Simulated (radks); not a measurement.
The numbers below are computed, except where a source is named.
The nitrogen anion N2-, [He] 2s2 2p5, held by a Watson sphere: a shell of charge +2 at radius R that stands for the Madelung well of a crystal (potential energy -2/R inside, -2/r outside, in hartree with lengths in bohr). Code: a radial shooting solver on a logarithmic mesh with Libxc functionals. Model: scalar-relativistic Kohn-Sham, LDA (Slater exchange, VWN5 correlation), spin-polarised, spherical densities, finite nucleus; open shells are filled with parallel spins first; Fermi nuclear charge, rms radius of each element as measured or else 0.836 A^(1/3) + 0.57 fm. Response by self-consistent Sternheimer equations with the Hartree and adiabatic LDA kernel, the relativistic mass of each level held fixed and spin-orbit coupling left out. The sphere does not respond.

R (bohr)  e(2s down) (eV)  e(2p up) (eV)  e(2p down) (eV)  <r> 2p (bohr)  sum of <r^2> (bohr^2)  X-ray form factor at sin(theta)/lambda = 0.2 1/angstrom  alpha (bohr^3)
1.61              -19.140         -8.881           -7.832          1.592                  20.44                                                    5.271           12.20
1.72              -18.656         -8.520           -7.495          1.631                  21.35                                                    5.187           13.56
1.99              -17.544         -7.679           -6.703          1.724                  23.56                                                    5.013           17.53
2.18              -16.841         -7.131           -6.182          1.787                  25.11                                                    4.914           20.98
2.48              -15.869         -6.347           -5.429          1.887                  27.58                                                    4.793           27.79
2.55              -15.665         -6.178           -5.266          1.910                  28.16                                                    4.770           29.67
2.79              -15.030         -5.640           -4.744          1.991                  30.17                                                    4.704           37.08
3.38              -13.818         -4.569           -3.688          2.199                  35.34                                                    4.607           63.81

Estimate the row for R = 3.43 bohr.

Answer. e(2s down) (eV) -13.734; e(2p up) (eV) -4.493; e(2p down) (eV) -3.612; <r> 2p (bohr) 2.217; sum of <r^2> (bohr^2) 35.80; X-ray form factor at sin(theta)/lambda = 0.2 1/angstrom 4.602; alpha (bohr^3) 66.81.
